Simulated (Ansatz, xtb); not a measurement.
**C5H8BClSi: 7 structures ranked**

7 gas-phase structures of C5H8BClSi, from a drawn sample of its isomers (lower ones may exist). Each was relaxed with GFN2-xTB; where two conformers were screened, the lower at r2SCAN-D4/def2-SVP is listed:

A. `C=C1BC=C(CCl)[SiH2]1`, a singlet
B. `CC#C[SiH2]/C=C\BCl`, a singlet
C. `ClCC1=CB[SiH2]C=C1`, a singlet
D. `CC1(BCl)[C@@]23C[C@]12[SiH2]3`, a singlet
E. `C=C1C=C(CCl)B[SiH2]1`, a singlet
F. `B/C=C1/C=C[Si@@H]1CCl`, a singlet
G. `ClC[SiH]1C=CBC=C1`, a singlet

Task: Which do you expect lowest at r2SCAN-D4/def2-SVP, and how would the others follow?

Result: Calculated order at r2SCAN-D4/def2-SVP: G (0.0), B (3.3), A (5.5), C (11.3), E (14.2), F (28.1), D (41.4) kcal/mol.

Energies above the lowest of each column, in kcal/mol; the last columns are at PBE-D3(BJ)/def2-SVP geometries and were run for some of them only (a dash: not run or not comparable):

| structure | GFN2-xTB | HF/STO-3G | r2SCAN-D4/def2-SVP | PBE-D3(BJ)/def2-SVP | CCSD(T)/def2-SVP + ΔMP2/def2-TZVPP |
| --- | --- | --- | --- | --- | --- |
| G | 13.5 | 0.0 | 0.0 | 0.0 | 0.0 |
| B | 0.1 | 16.8 | 3.3 | 3.4 | 1.3 |
| A | 5.0 | 12.6 | 5.5 | 4.0 | 6.4 |
| C | 0.0 | 18.7 | 11.3 | 8.5 | 15.1 |
| E | 2.7 | 23.9 | 14.2 | 11.2 | 16.8 |
| F | 25.2 | 40.5 | 28.1 | – | – |
| D | 26.3 | 80.9 | 41.4 | – | – |

CCSD(T)/def2-SVP + ΔMP2/def2-TZVPP puts G lowest of those it was run on; GFN2-xTB picks C. Flexible structures stand in one conformer each, not always the lowest. G keeps a small imaginary mode. Frequencies (GFN2-xTB) were run for A, B, C, E, G alone. The ΔMP2 step shifts differences by up to 4.1 kcal/mol, which makes them less sure. ΔMP2 is the change of the MP2 energy from the smaller to the larger basis.

Over these structures GFN2-xTB departs from r2SCAN-D4/def2-SVP by 7.0 kcal/mol on average once a common shift is removed. A GFN2-xTB relaxation took about 0.13 s and the r2SCAN-D4/def2-SVP energy about 2.5 s on a shared host (Ansatz 0.2.0, xtb 6.7.1).
